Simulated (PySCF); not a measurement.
## Correlation energy of Si⁺ (silicon, charge +1)

[Ne] 3s2 3p1, 2P determinant. All numbers are calculated (PySCF 2.14, the non-relativistic Hamiltonian (point nucleus), in pcseg-2). Frozen: [Ne]; 3 electrons correlated.

MP2 pair energies summed by pair of shells (mhartree):

```csv
pair,energy,share (%)
3s-3s,-22.53,57.0
3s-3p,-16.97,43.0
```

Total MP2 correlation energy: -39.50 mhartree.

Same-spin part -2.41 and opposite-spin part -37.09 mhartree; SCS-MP2 scales them by 1/3 and 6/5 to -45.31 mhartree.

```tsv
level	correlation energy (mhartree)
CCSD	-55.55
(T)	-0.90
CCSD(T)	-56.45
```

Diagnostics: T1 = 0.012, D1 = 0.0248, largest double amplitude 0.106.

Cost of the coupled-cluster step: 0.43 s of wall time on 1 thread of Neoverse-N1 (shared host), for 3 correlated electrons.
